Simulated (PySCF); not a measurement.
Species: C₅H₉NSi.
Geometry (PBE0-D3(BJ)/def2-SVP, Å), atoms numbered from 1 in this order:
```xyz
16
C5H9NSi angstrom
C     -3.2085    1.4333    0.2300
C     -2.1535    0.9247   -0.0837
C     -0.8995    0.3263   -0.4508
C     -0.7618   -1.1663   -0.5618
C     -0.1004   -0.4585    0.5836
Si     1.7593   -0.2705    0.6166
N      2.2951    0.2174   -0.9625
H     -4.1442    1.8833    0.5041
H     -0.3133    0.9011   -1.1773
H     -0.1292   -1.5322   -1.3759
H     -1.6474   -1.7708   -0.3521
H     -0.6032   -0.5573    1.5520
H      2.1242    0.6936    1.7055
H      2.4206   -1.5826    0.8952
H      3.1111   -0.2290   -1.3637
H      2.2575    1.1936   -1.2340
```

The closed-shell ground state was solved at several levels (PySCF, density fitting, gas phase, non-relativistic).

```csv
level,basis functions,total energy (Eh),HOMO (eV),LUMO (eV),gap (eV),dipole (D)
wB97X-D/def2-SVPD,216,-539.7712,-8.92,1.84,10.76,1.33
PBE0/pcSseg-1,171,-539.6537,-7.06,0.54,7.60,1.50
```

Question: What might KT3/pcSseg-1 (171 basis functions) give for the same quantities?

Answer: Total energy -546.4105 Eh, HOMO -5.89 eV, LUMO -0.43 eV, gap 5.46 eV, dipole 1.49 D.

Question: Over all these levels, which gives the widest orbital gap and which the narrowest?

Answer: wB97X-D/def2-SVPD (range-separated hybrid) has the widest, 10.76 eV, and KT3/pcSseg-1 (GGA) the narrowest, 5.46 eV. Functional and basis both differ between the two, so the spread mixes both effects.

Question: How far do the dipole and the HOMO energy spread over the levels?

Answer: The dipole runs from 1.33 to 1.50 D (mean 1.44 D) and the HOMO from -8.92 to -5.89 eV.

One conformer stands for the species.

Note: wB97X-D ran without an empirical dispersion term, which enters the total energy and its gradient alone.
